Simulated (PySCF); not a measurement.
Cl$_{4}$Pd (SMILES [Cl][Pd-2]([Cl])([Cl])[Cl]), charge -2, singlet, geometry from GFN2-xTB (such geometries of metal compounds can be far from the true shape) (core potentials on Pd). Base run: PySCF with DF-HF/def2-SVP.

Input for PySCF:
```python
from pyscf import gto, scf

mol = gto.Mole()
mol.atom = '''
    Pd   -0.000000   -0.000000   -0.000000
    Cl    2.190135   -0.739660    0.014657
    Cl    0.739588    2.190172    0.012579
    Cl   -2.190135    0.739660   -0.014657
    Cl   -0.739588   -2.190172   -0.012579
'''
mol.basis = 'def2-svp'
mol.ecp = {'Pd': 'def2-svp'}
mol.charge = -2
mol.spin = 0
mol.verbose = 4
mol.build()

mf = scf.RHF(mol)
mf = mf.density_fit(auxbasis='def2-universal-jkfit')
mf.kernel()
```

The base run was repeated with changes; each row names its change, and settings that it needs were set with it.

```
change              basis functions       E (Eh)  HOMO (eV)  HOMO-LUMO gap (eV)
------------------  ---------------  -----------  ---------  ------------------
base                            103  -1964.55065      -1.31               12.03
basis = LANL2DZ                  54   -184.85885      -1.79               10.63
basis = def2-SV(P)               96  -1964.54522      -1.31               12.04
basis = def2-SVPD                 ?            ?          ?                   ?
basis = def2-TZVP               188  -1965.22827      -1.89               11.86
basis = def2-TZVPP              224            ?          ?                   ?
basis = def2-TZVPD              224  -1965.23803      -2.16                9.48
```

Question: What belongs in the gaps?

Answer: 
- basis = def2-SVPD, basis functions: 142
- basis = def2-SVPD, E (Eh): -1964.61203
- basis = def2-SVPD, HOMO (eV): -2.19
- basis = def2-SVPD, HOMO-LUMO gap (eV): 10.48
- basis = def2-TZVPP, E (Eh): -1965.23311
- basis = def2-TZVPP, HOMO (eV): -1.88
- basis = def2-TZVPP, HOMO-LUMO gap (eV): 11.85

Totals compare only among sets that treat the same electrons; sets with core potentials leave the core out.
